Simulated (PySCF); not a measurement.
# N²⁺: ionisation energy

N²⁺ [He] 2s2 2p1 (2P) → N³⁺ [He] 2s2 (1S), as a difference of total energies. All numbers are calculated (PySCF 2.14, no relativity, point nucleus, in aug-cc-pVQZ (6s5p4d3f2g, 80 functions)). Correlated levels: valence: 1s2 frozen. The calculations carry no spin-orbit coupling.

```json
{"method": "UHF", "ionisation energy (eV)": "47.295", "plus first-order spin-orbit estimate": "47.310", "difference from reference of that sum (eV)": "-0.135"}
{"method": "MP2 (valence)", "ionisation energy (eV)": "47.522", "plus first-order spin-orbit estimate": "47.536", "difference from reference of that sum (eV)": "+0.091"}
{"method": "SCS-MP2 (valence)", "ionisation energy (eV)": "47.472", "plus first-order spin-orbit estimate": "47.486", "difference from reference of that sum (eV)": "+0.041"}
{"method": "CCSD (valence)", "ionisation energy (eV)": "47.268", "plus first-order spin-orbit estimate": "47.282", "difference from reference of that sum (eV)": "-0.163"}
{"method": "CCSD(T) (valence)", "ionisation energy (eV)": "47.300", "plus first-order spin-orbit estimate": "47.314", "difference from reference of that sum (eV)": "-0.131"}
```

Reference: 47.445 eV (semi-empirical (NIST evaluation); NIST Atomic Spectra Database, ionization energies).

A first-order spin-orbit estimate (lowest level to lowest level, LS coupling) adds 0.014 eV.

Errors of the correlated levels include the incompleteness of this basis and the frozen core.

The coupled-cluster amplitudes are large for N³⁺ (T1 above 0.03 or a double amplitude above 0.15), so a single reference is strained.
